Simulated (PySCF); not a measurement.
**Ge(GeH3)H3: computed shieldings and shifts**

Ge(GeH3)H3, Ge2H6, point group D3.

Cartesian coordinates in Å; atom numbers follow the order of the lines, from 1:
```xyz
8

Ge   -0.0015    0.0091   -1.2108
Ge    0.0010   -0.0088    1.2109
H     0.8333    1.1677    1.7536
H     0.6084   -1.3231    1.7351
H    -1.4363    0.1165    1.7490
H     1.4420   -0.0130   -1.7464
H    -0.7010    1.2760   -1.7370
H    -0.7459   -1.2245   -1.7543
```

GIAO calculations in PySCF 2.14 on the PBE0-D3(BJ)/def2-SVP structure: isolated species, non-relativistic, equivalent atoms averaged; basis pcSseg-1 (pcSseg-2 on Ge).

Task: Give the isotropic shieldings (ppm) with B3LYP, PBE, PBE0.

Result: 
| atoms | environment | B3LYP | PBE | PBE0 |
| --- | --- | --- | --- | --- |
| Ge1/Ge2 | germanium bonded to Ge, 3 H | 1621 | 1613 | 1664 |
| H3/H4/H5/H6/H7/H8 | hydrogen on a germanium bonded to Ge | 27.65 | 27.36 | 27.50 |
| HOMO–LUMO gap (eV) | – | 7.85 | 6.47 | 8.36 |

Task: And the chemical shifts, against references computed in the same way?

Result: 
```json
{"atoms": "H3/H4/H5/H6/H7/H8", "nucleus, reference": "1H, TMS", "B3LYP": "3.73", "PBE": "3.84", "PBE0": "3.77"}
```

Task: Which part of the shielding of Ge1/Ge2 depends on the functional?

Result: Diamagnetic: B3LYP 2756, PBE 2757, PBE0 2757 ppm; paramagnetic: B3LYP -1135, PBE -1143, PBE0 -1093 ppm. The diamagnetic part, set mainly by inner electrons, hardly moves; the paramagnetic part goes with low-lying magnetically allowed excitations and carries the spread.

Task: What couplings does PBE/pcJ-1 (pcSseg-1 on Ge) give?

Result: 2J(H3,H4) = 3.0, 3J(H3,H6) = 3.1 Hz (averaged over equivalent pairs; isotopes 1H).

Relativistic effects, spin–orbit coupling among them, are left out; they matter for Ge and for the light atoms bonded to it.
